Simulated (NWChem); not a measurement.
## Spin states of CH4N

```xyz
6

C      0.5953    -0.1823     0.0000
N     -0.7292     0.3692     0.0000
H      0.7756    -0.8336     0.8827
H      1.3596     0.6118     0.0000
H      0.7756    -0.8336    -0.8827
H     -1.3778    -0.4354     0.0000
```
Charge 0, spin multiplicity 2.

Program: NWChem. Structure: optimised with UB3LYP/def2-SVP, a minimum by its harmonic frequencies.

Basis set: def2-TZVP. The gap is E(quartet) − E(doublet) at the geometry of the doublet, so a negative value puts the higher spin lower. Open shells are unrestricted, coupled cluster uses restricted open-shell references. The quartet is the single determinant that the SCF runs reached, with unpaired electrons in orbitals of symmetry a" and a' and a' (Cs labels); it need not be the lowest quartet, which in molecules with degenerate π orbitals can need several determinants.

The correlated methods keep 2 core orbitals frozen. B3LYP has NWChem's definition, with VWN1-RPA local correlation. The structure started from a generated list of species. The unpaired electrons of the parent sit in orbitals of symmetry a" (Cs labels of the run); other states weren't searched. The stability of the SCF solutions was not checked. Open-shell Hartree-Fock references start from PBE0 orbitals. Coupled-cluster values serve here as a point of comparison, not as the truth.

Q: Order these methods by the vertical doublet-quartet gap they give, lowest first: PBE, LDA (SVWN5), CCSD(T), HF, B3LYP.

A: HF (149.2 kcal/mol), LDA (SVWN5) (156.8 kcal/mol), PBE (158.0 kcal/mol), B3LYP (163.4 kcal/mol), CCSD(T) (167.1 kcal/mol)
